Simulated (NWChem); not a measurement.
Everything below was run with NWChem. System: H₃N₂, charge 0, spin multiplicity 2, at a geometry optimised with UB3LYP/def2-SVP. The structure started from a generated list of species. Its SCF solution wasn't tested for a lower state. Level: ULC-wPBE (omega 0.3 per bohr)/def2-TZVP.

Job file:

```
start mol
memory heap 200 mb stack 900 mb global 1100 mb
geometry units angstroms nocenter noautoz noautosym
  N      0.655708    -0.359048     0.098807
  N     -0.551063     0.190697    -0.127793
  H      1.328676     0.417951     0.027018
  H     -0.728456     1.177525     0.071044
  H     -1.332737    -0.417020     0.104846
end
basis spherical
  * library def2-tzvp
end
dft
  xc xwpbe 1.00 cpbe96 1.0 hfexch 1.00
  cam 0.3 cam_alpha 0.00 cam_beta 1.00
  odft
  mult 2
  direct
  iterations 100
end
task dft energy
```

Output (cleaned and shortened):

```
             Northwest Computational Chemistry Package (NWChem) 7.3.0
             --------------------------------------------------------

                                NWChem Input Module
                                -------------------

 Scaling coordinates for geometry "geometry" by  1.889725989
 (inverse scale =  0.529177249)

                             Geometry "geometry" -> ""
                             -------------------------

 Output coordinates in angstroms (scale by  1.889725989 to convert to a.u.)

  No.       Tag          Charge          X              Y              Z
 ---- ---------------- ---------- -------------- -------------- --------------
    1 N                    7.0000     0.65570800    -0.35904800     0.09880700
    2 N                    7.0000    -0.55106300     0.19069700    -0.12779300
    3 H                    1.0000     1.32867600     0.41795100     0.02701800
    4 H                    1.0000    -0.72845600     1.17752500     0.07104400
    5 H                    1.0000    -1.33273700    -0.41702000     0.10484600

 Effective nuclear repulsion energy (a.u.)      36.4790256074

            Nuclear Dipole moment (a.u.)
            ----------------------------
        X                 Y               Z
 ---------------- ---------------- ----------------
    -0.0000037795    -0.0000018897     0.0000113384


 Summary of "ao basis" -> "" (spherical)
 ------------------------------------------------------------------------------
       Tag                 Description            Shells   Functions and Types
 ---------------- ------------------------------  ------  ---------------------
 *                         def2-tzvp                  on all atoms

  pbe96 is a nonlocal functional; adding pw91lda local functional.

                                 NWChem DFT Module
                                 -----------------

 Summary of "ao basis" -> "ao basis" (spherical)
 ------------------------------------------------------------------------------
       Tag                 Description            Shells   Functions and Types
 ---------------- ------------------------------  ------  ---------------------
[...]
  ----- ------------  ---------------      ----- ------------  ---------------
    65      1.616607  3 H  s                 77     -1.581965  5 H  s
     5     -1.467516  1 N  s                 36      1.229280  2 N  s
    44     -0.503143  2 N  py                13     -0.468857  1 N  py
    71      0.264260  4 H  s                 45      0.147851  2 N  pz
     3     -0.139762  1 N  s                 12     -0.132018  1 N  px

   alpha - beta orbital overlaps
   -----------------------------

   alpha      1      2      3      4      5      6      7      8      9     10
    beta      1      2      3      4      5      6      7      8      9     10
 overlap   1.000  1.000  0.999  0.999  1.000  0.998  0.989  0.997  0.984  0.997

   alpha     11     12     13     14     15     16     17     18     19     20
    beta     11     12     13     14     15     16     17     18     20     19
 overlap   0.999  0.999  0.998  0.999  0.987  0.987  0.989  0.968  0.915  0.950

   alpha     21     22     23     24     25     26     27     28     29     30
    beta     21     22     23     24     25     26     27     28     29     30
 overlap   0.993  0.996  0.993  0.994  0.999  0.999  0.998  0.998  0.998  0.980

   alpha     31     32     33     34     35     36     37     38     39     40
    beta     31     32     33     34     35     36     37     38     39     40
 overlap   0.969  0.972  0.993  0.992  1.000  0.990  0.986  0.999  0.975  0.970

   alpha     41     42     43     44     45     46     47     48     49     50
    beta     41     42     43     44     45     46     47     48     49     50
 overlap   0.966  0.986  0.972  0.992  0.966  0.965  0.983  0.983  0.999  1.000

   alpha     51     52     53     54     55     56     57     58     59     60
    beta     51     52     53     54     55     56     57     58     59     60
 overlap   0.998  0.997  0.999  0.999  0.999  0.999  0.999  0.995  0.996  0.999

   alpha     61     62     63     64     65     66     67     68     69     70
    beta     61     62     63     64     65     66     67     68     69     70
 overlap   0.997  0.990  0.981  0.989  0.808  0.833  0.958  0.980  0.978  0.944

   alpha     71     72     73     74     75     76     77     78     79     80
    beta     71     72     73     74     75     76     77     78     79     80
 overlap   0.954  0.996  0.996  0.999  0.999  0.999  1.000  1.000  0.999  0.999

     --------------------------
     Expectation value of S2:
     --------------------------
      <S2> =      0.7532 (Exact =     0.7500)

 center of mass
 --------------
 x =   0.04428106 y =  -0.07123883 z =  -0.01226524

 moments of inertia (a.u.)
 ------------------
          15.712901482112          16.018231968102          -6.218215565695
          16.018231968102          52.641100105117           2.835412609315
          -6.218215565695           2.835412609315          65.632934069713

     Multipole analysis of the density
     ---------------------------------

     L   x y z        total         alpha         beta         nuclear
     -   - - -        -----         -----         ----         -------
     0   0 0 0     -0.000000     -9.000000     -8.000000     17.000000

     1   1 0 0     -0.594269     -0.574814     -0.019451     -0.000004
     1   0 1 0      0.878637      0.600734      0.277905     -0.000002
     1   0 0 1      0.153361      0.072442      0.080908      0.000011

     2   2 0 0     -7.626978    -21.446323    -19.061515     32.880860
     2   1 1 0      1.474853      5.012457      4.069809     -7.607412
     2   1 0 1     -0.616413     -1.920692     -1.520031      2.824310
     2   0 2 0     -9.045532    -10.112981     -9.260496     10.327945
     2   0 1 1      0.280023      0.836125      0.756971     -1.313073
     2   0 0 2    -10.787088     -6.565008     -4.934247      0.712167

 Task  times  cpu:       12.3s     wall:       12.3s

 Total times  cpu:       12.3s     wall:       12.3s
```
